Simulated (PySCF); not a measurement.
## Stationary points of [Se3]+

Level of theory: PySCF, PBE, basis Se def2-SVP (no relativity, density fitting).

Relaxations began from a few typed shapes; open shells are unrestricted. The search is not exhaustive: other isomers or separated fragments can lie lower, and high-lying points may rest on an excited occupation.

| spin | group | bonds | angles | imaginary modes (cm⁻¹) | ΔE (kJ/mol) | ΔE with ZPE (kJ/mol) |
| --- | --- | --- | --- | --- | --- | --- |
| doublet | C2v | Se–Se 2.242 Å (×2) | Se–Se–Se 98.2° | none | 0.0 | 0.0 |
| doublet | C2v | Se–Se 2.217 Å (×2) | Se–Se–Se 126.5° | none | 21.3 | 20.9 |
| doublet | D∞h | Se–Se 2.243 Å (×2) | Se–Se–Se 180.0° | 189i, 189i | 100.0 | – |

The lowest minimum found is the doublet C2v: Se–Se 2.242 Å (×2); Se–Se–Se 98.2°.
